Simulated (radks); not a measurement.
Task: All-electron atom: Nb XXVII in [Ne] 3s2 3p3. Method: Dirac Kohn-Sham, LB94 model potential, spin-unpolarised, spherical densities, finite nucleus; open shells fill j = l - 1/2 first; Fermi nuclear charge, rms radius 4.324 fm; computed with a radial shooting solver on a logarithmic mesh with Libxc functionals. Some entries of the table are withheld. Estimate them.

| orbital | occ. | eigenvalue (hartree) | <r> (bohr) | r(max) (bohr) |
|---|---|---|---|---|
| 1s1/2 | 2 | -741.0617 | 0.03603 | 0.02348 |
| 2s1/2 | 2 | -142.4502 | 0.1555 | 0.1326 |
| 2p1/2 | 2 | (1) | 0.1325 | 0.1032 |
| 2p3/2 | 4 | (2) | 0.1368 | 0.1069 |
| 3s1/2 | 2 | -53.10666 | (3) | 0.3655 |
| 3p1/2 | 2 | -50.51431 | 0.3734 | (4) |
| 3p3/2 | 1 | -49.67255 | 0.3804 | (5) |

Result: 
(1) 2p1/2 eigenvalue (hartree): -134.9527
(2) 2p3/2 eigenvalue (hartree): -131.3143
(3) 3s1/2 <r> (bohr): 0.3890
(4) 3p1/2 r(max) (bohr): 0.3473
(5) 3p3/2 r(max) (bohr): 0.3544
